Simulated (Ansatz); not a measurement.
`FBBF` + H–F → `FBF` + `BF` at 500 K and 1 bar (cleavage of the B–B bond).

Gas-phase electronic energies from Ansatz, PBE0-D4/def2-TZVP geometries. CBS: MP2 limit from def2 TZ/QZ plus the TZ coupled-cluster correction, frozen cores. This one scheme is used for every species. Each species was taken in one conformer, which may not be the lowest.

```
species  CCSD(T)/CBS energy (Eh)  H − E (kJ/mol)  S (J/(mol·K))
 `FBBF`               -250.44368           109.1          328.5
    H–F               -100.39570            39.4          188.7
  `FBF`               -225.09427            67.7          269.5
   `BF`               -125.82039            77.9          244.4
```

H − E and S are ideal-gas, rigid-rotor, harmonic terms from PBE0-D4/def2-TZVP, for one conformer and one mirror image of each species. 1 Eh = 2625.50 kJ/mol, R = 8.31446 J/(mol·K).

Q: By hand: ΔE, ΔH, ΔS and ΔG.

A: ΔE = (-225.09427) + (-125.82039) − (-250.44368) − (-100.39570) = -0.07528 Eh = -197.6 kJ/mol. Δ(H − E) = 67.7 + 77.9 − 109.1 − 39.4 = -2.9, so ΔH = -200.5 kJ/mol. ΔS = 269.5 + 244.4 − 328.5 − 188.7 = -3.3 J/(mol·K). ΔG = -200.5 − 500 × (-3.3)/1000 = -198.8 kJ/mol.

Q: By hand: the equilibrium constant, and the temperature at which ΔG would vanish if ΔH and ΔS stayed fixed.

A: log₁₀ K = −ΔG/(RT ln 10) = 20.8. ΔG = 0 at ΔH/ΔS = 60758 K, far beyond where these terms or the molecules hold.

The number of gas molecules stays the same, so ΔS is small and ΔH decides. A doubt of 5 kJ/mol in ΔE shifts log₁₀ K by 0.5 here. Other conformers and mirror images would add mixing entropy, several J/(mol·K) or more a flexible species. These are equilibria of isolated gas molecules and say nothing of rates. Largest T1 diagnostic: 0.014 (customary marks: 0.02 for closed shells, 0.045 for open ones).
